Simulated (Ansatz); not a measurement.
BBrH2O2, SMILES `OB(O)Br`. Total charge 0; spin multiplicity 1.

```tsv
atom	x (Å)	y (Å)	z (Å)
O1	0.1171	0.5236	-1.0127
B2	0.0445	-0.0243	0.2236
O3	-0.7193	-1.1058	0.4692
Br4	1.0428	0.7295	1.7017
H5	0.6932	1.2896	-1.0625
H6	-1.1783	-1.4125	-0.3193
```

Q: List the harmonic frequencies (cm⁻¹, unscaled) at PBE0-D4/def2-TZVP in Ansatz. (Estimate.)

A: Ansatz gave: 293, 339, 482, 530, 575, 610, 998, 1010, 1270, 1480, 3860, 3901.

Q: Is this a minimum?

A: Yes, all 12 modes are real.

Q: Give the ideal-gas thermochemistry at 298.15 K and 1 bar (rigid rotor, harmonic oscillator; point group Cs, symmetry number 1).

A: Zero-point energy 91.8 kJ/mol; H(298) − E = 106.1 kJ/mol; entropy 299.3 J/(mol·K), of which translation 169.0, rotation 108.8, vibration 21.4; G(298) − E = 16.9 kJ/mol.

Q: And at 400, 500, 600, 800 and 1000 K?

A: 
| T (K) | H − E (kJ/mol) | S (J/mol/K) | G − E (kJ/mol) |
| --- | --- | --- | --- |
| 400 | 113.8 | 321.6 | -14.8 |
| 500 | 122.4 | 340.7 | -47.9 |
| 600 | 131.7 | 357.7 | -82.9 |
| 800 | 151.8 | 386.4 | -157.4 |
| 1000 | 173.1 | 410.2 | -237.1 |
